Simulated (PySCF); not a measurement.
# Pb (lead, neutral): LDA calculation

Configuration: [Xe] 4f14 5d10 6s2 6p2, high-spin 3P determinant. All numbers are calculated (PySCF 2.14, a scalar-relativistic core potential, in def2-SVP with the def2 core potential (60 electrons) (4s4p2d, 26 functions)).

```
Total energy                                                  : -192.5620 hartree
One-electron energy                                           : -335.7851 hartree
Hartree (Coulomb) energy                                      : 158.9480 hartree
Exchange-correlation energy                                   : -15.7248 hartree
⟨S²⟩                                                          : 2.0009
⟨L²⟩                                                          : 2.003
Sum of ⟨r⟩                                                    : 32.29 bohr
Sum of ⟨r²⟩                                                   : 65.57 bohr²
Traceless quadrupole moment −½Σ⟨3z² − r²⟩ along its main axis : 4.82 e·bohr²
Time after the integrals                                      : 0.13 s of wall time on 1 thread of Intel(R) Xeon(R) Platinum 8488C (shared host)
```

```json
{"shell": "5s α", "electrons": "1", "mean orbital energy (eV)": "-144.41", "spread (eV)": "0", "rms radius, mean of both spins (bohr)": "0.919"}
{"shell": "5s β", "electrons": "1", "mean orbital energy (eV)": "-144.33", "spread (eV)": "0", "rms radius, mean of both spins (bohr)": "0.919"}
{"shell": "5p α", "electrons": "3", "mean orbital energy (eV)": "-86.507", "spread (eV)": "0.368", "rms radius, mean of both spins (bohr)": "1.05"}
{"shell": "5p β", "electrons": "3", "mean orbital energy (eV)": "-86.425", "spread (eV)": "0.432", "rms radius, mean of both spins (bohr)": "1.05"}
{"shell": "5d α", "electrons": "5", "mean orbital energy (eV)": "-21.047", "spread (eV)": "0.430", "rms radius, mean of both spins (bohr)": "1.42"}
{"shell": "5d β", "electrons": "5", "mean orbital energy (eV)": "-20.843", "spread (eV)": "0.564", "rms radius, mean of both spins (bohr)": "1.42"}
{"shell": "6s α", "electrons": "1", "mean orbital energy (eV)": "-12.519", "spread (eV)": "0", "rms radius, mean of both spins (bohr)": "2.46"}
{"shell": "6s β", "electrons": "1", "mean orbital energy (eV)": "-11.682", "spread (eV)": "0", "rms radius, mean of both spins (bohr)": "2.46"}
{"shell": "6p α", "electrons": "2", "mean orbital energy (eV)": "-3.945", "spread (eV)": "0", "rms radius, mean of both spins (bohr)": "3.53"}
```

Energies and moments cover only the electrons outside the core potential. Spin-orbit coupling is strong in this species (close to jj coupling), so the high-spin LS determinant is a model state, not a physical level.
